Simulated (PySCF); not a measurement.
Mass spectrum arithmetic for [Te3]-

Species: [Te3]-.

Calculated for natural abundance.

**Question.** Molar mass and exact mass?

**Answer.** For [Te3]-, with standard atomic weights, 3 × 127.600 = 382.800 g/mol. From the most abundant isotopes (130Te), 3 × 129.906224 = 389.7187 u for neutral atoms; the ion's mass is 389.7192 u once 1 electron mass (0.000549 u) is added.

**Question.** Give the isotope pattern of the ion itself, merging species of the same nominal mass.

**Answer.** 
```
nominal mass  m/z (centroid)  relative intensity
         369        368.7111                 0.1
         370        369.7104                 0.4
         371        370.7111                 0.5
         372        371.7107                 1.7
         373        372.7115                 2.2
         374        373.7110                 5.2
         375        374.7120                 5.8
         376        375.7115                13.8
         377        376.7125                12.7
         378        377.7121                29.4
         379        378.7132                22.5
         380        379.7127                51.7
         381        380.7144                31.8
         382        381.7135                77.8
         383        382.7158                28.7
         384        383.7146               100.0
         385        384.7174                14.4
         386        385.7159                98.8
         388        387.7175                64.8
         390        389.7192                23.2
```

Cut off at 0.1 %. Abundances used (%; other tables differ somewhat): 120Te 0.09, 122Te 2.55, 123Te 0.89, 124Te 4.74, 125Te 7.07, 126Te 18.84, 128Te 31.74, 130Te 34.08.

**Question.** What share of all these ions is the monoisotopic species?

**Answer.** 0.3408^3 = 3.96 %.

**Question.** Give the mass fraction of each element.

**Answer.** Te 100.00 %.

**Question.** Which singly substituted isotopologues are there?

**Answer.** Intensity in % of the monoisotopic species:

```json
{"isotope": "120Te", "mass shift (u)": "-10.00220", "m/z": "379.7170", "intensity (%)": "0.79"}
{"isotope": "122Te", "mass shift (u)": "-8.00318", "m/z": "381.7160", "intensity (%)": "22.45"}
{"isotope": "123Te", "mass shift (u)": "-7.00195", "m/z": "382.7173", "intensity (%)": "7.83"}
{"isotope": "124Te", "mass shift (u)": "-6.00341", "m/z": "383.7158", "intensity (%)": "41.73"}
{"isotope": "125Te", "mass shift (u)": "-5.00179", "m/z": "384.7174", "intensity (%)": "62.24"}
{"isotope": "126Te", "mass shift (u)": "-4.00291", "m/z": "385.7163", "intensity (%)": "165.85"}
{"isotope": "128Te", "mass shift (u)": "-2.00176", "m/z": "387.7175", "intensity (%)": "279.40"}
```

Species under 0.02 % are left out.
